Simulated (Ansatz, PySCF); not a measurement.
Noncovalent pair: boric acid (SMILES OB(O)O) (first 7 atoms) with NH3 (SMILES N); geometry from B3LYP-D3(BJ)/def2-TZVP, rigid monomers moved along the line of their centres of mass till H7···N8 is 1.74 Å.
(charge 0, multiplicity 1):
```xyz
11

O     -0.00238    -0.57182    -1.19767
B     -0.15521    -0.19618     0.11024
O     -1.36115     0.38326     0.47840
O      0.87794    -0.41176     0.96647
H     -0.78684    -0.37711    -1.71828
H     -1.39826     0.62139     1.40848
H      0.69824    -0.11936     1.88130
N      0.37237     0.40337     3.50482
H      0.27309     1.39666     3.68435
H     -0.34089    -0.07955     4.04030
H      1.27141     0.12010     3.88119
```

Interaction energies are E(AB) − E(A) − E(B) at the monomers' geometry in the complex; basis-set methods are counterpoise corrected. Rows marked so take none.

Cores are frozen in the correlated methods. Rows in 6-311+G** carry no dispersion term and start afresh at each structure.

Run with Ansatz (an electronic-structure program) with Gaussian orbitals; PySCF for 6-311+G** rows. 

Problem. Estimate the interaction energy that B3LYP/6-311+G** (no counterpoise) returns for this input.

Solution. -397 meV

Problem. Give the interaction energy at the level wB97X-V/def2-TZVPPD.

Solution. -381 meV

Problem. Estimate the interaction energy that CCSD(T)/aug-cc-pVDZ returns for this input.

Solution. -318 meV
